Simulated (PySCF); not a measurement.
# H₂Se: adding exact exchange

Base calculation in PySCF with density fitting and no spin–orbit coupling, PBE/def2-TZVP (no relativity): singlet, C2v, Se–H 1.480 Å (×2); H–Se–H 90.5°; wavenumbers 1025, 2363, 2377 cm⁻¹; dipole moment 0.73 D, gap between the highest occupied and lowest empty levels 4.99 eV, polar-tensor charge of Se 0.00 e, atomisation energy (no zero-point energy) 680 kJ/mol.

Problem. What changes on going to PBE0/def2-TZVP (no relativity)?

Solution. The point group stays the same. Changes: mean bond to Se -0.013 Å, smallest bond angle +0.7 degrees, highest wavenumber +92 cm⁻¹, lowest wavenumber +37 cm⁻¹, dipole moment +0.06 D, gap between the highest occupied and lowest empty levels +2.21 eV, polar-tensor charge of Se -0.01 e, atomisation energy (no zero-point energy) -11 kJ/mol. The new structure has Se–H 1.467 Å (×2); H–Se–H 91.2°, with wavenumbers 1062, 2454, 2469 cm⁻¹. Exact exchange shortens and stiffens the bonds and opens the gap, the usual pattern.

The structures come from searches over a few start shapes, so lower isomers are not excluded.
